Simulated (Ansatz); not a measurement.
Consider the ligand exchange at a Ge–C bond: `O[CH](F)[GeH2][F]` + CH₃NH₂ → `C[NH][GeH2][F]` + `OCF`.

Program: Ansatz. Geometries: PBE0-D4/def2-TZVP. ΔE: electronic, gas phase. CBS: MP2 limit from def2 TZ/QZ plus the TZ coupled-cluster correction, frozen cores. DFT in def2-TZVPP. B3LYP here is the variant with VWN-RPA as its local correlation; programs differ in this. For Ge outer-core shells are correlated without core-valence functions, which leaves a few kJ/mol of doubt a bond. Scalar relativity is left out up to krypton. Each species was taken in one conformer, which may not be the lowest.

Task: Is it downhill or uphill in electronic energy at CCSD(T)/CBS, and by how much? (Best estimate.)

Result: Computed: Downhill: ΔE = -14.9 kcal/mol.

Task: What do these levels give: PBE-D4, PBE0-D4, B3LYP-D4, ωB97X-V, B2PLYP, B3LYP, MP2/def2-TZVPP, CCSD/def2-TZVPP, CCSD(T)/def2-TZVPP, HF/def2-QZVPP, SCS-MP2/def2-QZVPP, HF/CBS(def2)? (An estimate is asked.)

Result: Ansatz gave: PBE-D4 -12.6, PBE0-D4 -13.6, B3LYP-D4 -13.9, ωB97X-V -14.1, B2PLYP -14.8, B3LYP -13.7, MP2/def2-TZVPP -16.2, CCSD/def2-TZVPP -15.2, CCSD(T)/def2-TZVPP -15.1, HF/def2-QZVPP -16.9, SCS-MP2/def2-QZVPP -16.0, HF/CBS(def2) -16.9 kcal/mol.

Largest T1 diagnostic among the species: 0.012.

From PBE to PBE0 (25 % exact exchange), in def2-TZVPP and without D4, ΔE moves by −1.1 kcal/mol.
